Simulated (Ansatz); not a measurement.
# SiH2O2F (SMILES O[Si](O)F): methods side by side

SiH2O2F has 6 atoms, charge 0, and is taken as a doublet. As SMILES, `O[Si](O)F`. Geometry: optimised at wB97X-V/def2-SVP. This is one conformer, not always the lowest.

Quantity: the adiabatic ionisation energy (to the singlet cation, shapes relaxed at wB97X-V/def2-SVP, no zero-point term), in eV. The values are calculated.

| level | kind | program | value (eV) | CPU time (all runs) |
| --- | --- | --- | --- | --- |
| UHF/def2-TZVP | Hartree–Fock | Ansatz | 6.96 | 1.3 s |
| USVWN5/def2-TZVP | LDA | Ansatz | 7.35 | 1.1 s |
| UPBE/def2-TZVP | GGA | Ansatz | 7.44 | 2.1 s |
| U-r2SCAN/def2-TZVP | meta-GGA | Ansatz | 7.47 | 3.9 s |
| UPBE0-D4/def2-TZVP | global hybrid | Ansatz | 7.46 | 2.9 s |
| U-wB97M-V/def2-TZVP | range-separated hybrid | Ansatz | 7.21 | 8.7 s |
| RPA@PBE/def2-TZVP | RPA | Ansatz | 7.57 | 4.6 s |
| UMP2/def2-TZVP | perturbation theory | Ansatz | 7.18 | 2.2 s |

The values span 6.96 to 7.57 eV. Times are those of the runs behind each value, whatever else they computed, on shared processors of several kinds: orders of magnitude only.
